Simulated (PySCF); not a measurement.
**C2H7F3O2Si2: full NMR table**

```
Formula                               : C2H7F3O2Si2
SMILES                                : FC(F)(F)OC[SiH2]O[SiH3]
Point group of the computed structure : C1
Degrees of unsaturation               : 0
Carbon signals                        : 2
Proton signals                        : 3
```

Atoms are numbered as in `[F:1][C:2]([F:3])([F:4])[O:5][CH2:6][SiH2:7][O:8][SiH3:9]` (H(Xn): hydrogen on atom n).

All values are calculated (PySCF): NMR shieldings at PBE0/pcSseg-1/GIAO, geometry: GFN2-xTB. One averaged value for each set of equivalent atoms, non-relativistic, one conformer, in vacuum.

Chemical shifts δ = σref − σ; ¹H, ¹³C, ²⁹Si vs TMS; CFCl3 for ¹⁹F; ¹⁷O vs H2O, all at this level.

| carbon | δC, type | δH (multiplicity) | HMBC from (2–3 bonds) | span of the C tensor (ppm) |
| --- | --- | --- | --- | --- |
| C2 | 131.5, C | – | H(C6) | 31 |
| C6 | 60.6, CH2 | 4.14 (t) | H(Si7) | 98 |

Other nuclei:
```
   atoms  nucleus                           environment  δ (ppm)  σ (ppm)
  H(Si7)       ¹H  hydrogen on a silicon bonded to C, O     5.22    26.50
  H(Si9)       ¹H     hydrogen on a silicon bonded to O     5.13    26.59
F1/F3/F4      ¹⁹F             fluorine of an OCF3 group    -74.2    245.1
     Si7     ²⁹Si           silicon bonded to C, O, 2 H    -32.4    381.6
     Si9     ²⁹Si              silicon bonded to O, 3 H    -39.1    388.3
      O5      ¹⁷O                          ether oxygen     87.6    248.5
      O8      ¹⁷O                 oxygen bonded to 2 Si      6.4    329.7
```

Carbon types of the structure: 1 × C, 1 × CH2, leaving 5 H on heteroatoms. δC 131.5: CF3 carbon; 4 electronegative neighbours deshield it. δC 60.6: sp3 CH2 bonded to O and Si; the inductive effect lowers its shielding. δH 5.22: hydrogen on a silicon bonded to C, O. δH 5.13: hydrogen on a silicon bonded to O. δH 4.14: hydrogen on an sp3 CH2 bonded to O and Si; its carbon carries O, which withdraws density.

Splittings by ¹⁹F in the carbon and heteronuclear signals aren't shown, as no couplings were computed. Shifts are as computed. Against solution values, carbons near 30 ppm lie about +3 ppm off and those near 130 ppm about +5 ppm. Of 1211 compounds with measured shifts, 218 miss one by over three times the rms of a fit or turn the order of signals round; such compounds aren't used in these exercises. Unscaled 19F shifts against computed CFCl3 carry errors that often reach 10 to 50 ppm. Experimental scales use liquid or dissolved standards, which lie at an offset from isolated H2O (liquid H2O: subtract about 36 ppm). No couplings were computed; multiplicities are counted from neighbouring protons, with m where these are inequivalent, close in shift, in a saturated or five-membered ring or joined by F or P, and br s for small geminal =CH2 splittings.
